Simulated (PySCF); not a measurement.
## Gas-phase XPS of Cu(AsH3)F, computed

Compound: Cu(AsH3)F (singlet state).
Geometry (PBE0-D3(BJ)/def2-SVP, Å), atoms numbered from 1 in this order:
```xyz
6
AsCuFH3 angstrom
Cu    -0.0006    0.0027   -1.5762
As     0.0007   -0.0025    0.6634
H      0.8250   -1.0216    1.4143
H     -1.2937   -0.2083    1.4146
H      0.4704    1.2203    1.4159
F     -0.0019    0.0095   -3.3319
```

Computed with delta-SCF UKS SCAN, pcX-2 on the ionised atom (unc-x2c-TZVPall on a metal), pcseg-1 elsewhere, spin-free X2C in PySCF 2.14.0. Each binding energy is the total energy of the core-ionised species, with the hole localised on one atom, minus that of the ground state; both are solved self-consistently, so orbital relaxation is included.

Problem. What binding energy does each computed site have?

Solution. 
```
atom(s)  bonded to     level  binding energy (eV)  2p1/2 (eV)  count
    Cu1   F and As  Cu 2p3/2               938.44      959.10      1
     F6         Cu      F 1s               688.55           –      1
```

Problem. Give the binding energy of Cu 2p3/2 of Cu1 in hartree and in kJ/mol.

Solution. 938.44 eV = 34.4870 Eh = 90546 kJ/mol.

Problem. Which photon energy gives electrons from Cu 2p3/2 of Cu1 a kinetic energy of 100 eV, and what is their de Broglie wavelength?

Solution. hν = 938.44 + 100 = 1038.44 eV, recoil neglected; λ = 12.264 Å/√(E/eV) = 1.23 Å.

Spin–orbit coupling isn't in the SCF: each 2p doublet comes from a relaxed spin-free hole plus a matrix of the shell (mean-field spin–orbit coupling and the ground-state 2p splitting), with 2p3/2 averaged over its two sublevels. 2p1/2 minus 2p3/2 (ligand field included): Cu 20.66 eV. Satellites of the metal's 2p lines aren't described. No level of arsenic is listed. Isolated species at its PBE0-D3(BJ)/def2-SVP geometry, gas phase. Metal 2p energies of this one-determinant scheme are less reliable than its 1s energies.
